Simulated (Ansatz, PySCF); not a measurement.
The pair A = CH5N (SMILES CN) (first 7 atoms), B = H2Se (SMILES [SeH2]); geometry from B3LYP-D3(BJ)/def2-TZVP.
(charge 0, multiplicity 1):
```xyz
10

C      0.423    -0.084    -0.172
N     -0.564     0.641     0.628
H      0.016    -1.059    -0.445
H      1.311    -0.262     0.436
H      0.733     0.423    -1.094
H     -1.417     0.796     0.106
H     -0.211     1.550     0.901
Se    -0.346    -0.613     3.489
H     -0.802    -1.640     2.547
H     -0.220    -1.605     4.578
```

Frozen-core correlation. Filled d and f shells under p-block atoms count as core. Rows in 6-31G* carry no dispersion term and start afresh at each structure (6-31G* with six Cartesian d functions); the Pople sets are all-electron and without relativity. MP2/6-31G* freezes PySCF's default core, which leaves 3d correlated.

Codes used: Ansatz (a program for electronic structure); PySCF for 6-31G* rows. 

Total energies (hartree), monomers frozen at their geometry in the pair:

| structure | HF/6-31G* | MP2/6-31G* | CCSD(T)/aug-cc-pVDZ |
|---|---|---|---|
| AB | -2495.9055082 | -2496.4719437 | -2496.7560624 |
| A in the pair's basis | -95.2107608 | -95.5089772 | -95.6139043 |
| B in the pair's basis | -2400.6937060 | -2400.9603279 | -2401.1385867 |
| A | -95.2093961 | -95.5063298 | -95.6133500 |
| B | -2400.6936335 | -2400.9597818 | -2401.1374560 |

### Question
Work out the interaction energy without and with the counterpoise correction, and the superposition error, for each level.

### Answer

E(AB) − E(A) − E(B), times 627.509 kcal/mol, with the monomers in their own basis and then in the pair's basis:
- HF/6-31G*: -1.56 uncorrected, -0.65 corrected; the monomers gain 0.90 kcal/mol from borrowed functions
- MP2/6-31G*: -3.66 uncorrected, -1.66 corrected; the monomers gain 2.00 kcal/mol from borrowed functions
- CCSD(T)/aug-cc-pVDZ: -3.30 uncorrected, -2.24 corrected; the monomers gain 1.06 kcal/mol from borrowed functions
